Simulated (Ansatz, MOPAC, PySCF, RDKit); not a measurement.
Dimer: CH3F (SMILES CF) (first 5 atoms) with CH6Si (SMILES C[SiH3]); geometry from B3LYP-D3(BJ)/def2-TZVP, rigid monomers moved along the line of their centres of mass till F2···Si7 is 4.50 Å.
(charge 0, multiplicity 1):
```xyz
13

C     -0.147    -0.134     0.508
F      1.002     0.152     1.239
H     -0.859     0.681     0.644
H      0.125    -0.228    -0.544
H     -0.571    -1.068     0.876
C     -0.886    -0.158     7.324
Si    -0.226    -0.036     5.569
H     -0.801     0.800     7.840
H     -0.329    -0.900     7.899
H     -1.938    -0.449     7.327
H     -1.002     0.970     4.806
H     -0.361    -1.346     4.887
H      1.200     0.359     5.581
```

Interaction energies are E(AB) − E(A) − E(B) at the monomers' geometry in the complex; basis-set methods are counterpoise corrected. Rows marked so take none. RDKit's UFF carries no charges.

Cores are frozen in the correlated methods. Rows in 3-21G, 6-31G* carry no dispersion term and start afresh at each structure (6-31G* with six Cartesian d functions). The state that PM6 reach isn't checked.

Codes used: Ansatz (a program for electronic structure); MOPAC for PM6 (differences of heats of formation); PySCF for 3-21G rows, 6-31G* rows, the dispersion terms; RDKit for the force fields. Each number belongs to the level named beside it.

```csv
level,interaction energy (meV)
UFF,-17.8
PM6,5.6
PBE-D3(BJ)/def2-TZVPPD,-18.3
PBE-D4/def2-TZVPPD,-16.6
r2SCAN/def2-TZVPPD,-6.6
B3LYP/3-21G (no counterpoise),-19.3
B3LYP-D3(BJ)/def2-TZVPPD,-12.8
M06-2X/6-31G* (no counterpoise),-27.5
CCSD(T)/aug-cc-pV(D+d)Z,?
```

Question: Some entries are withheld; supply them.

Answer: 
- CCSD(T)/aug-cc-pV(D+d)Z, interaction energy (meV): -14.1
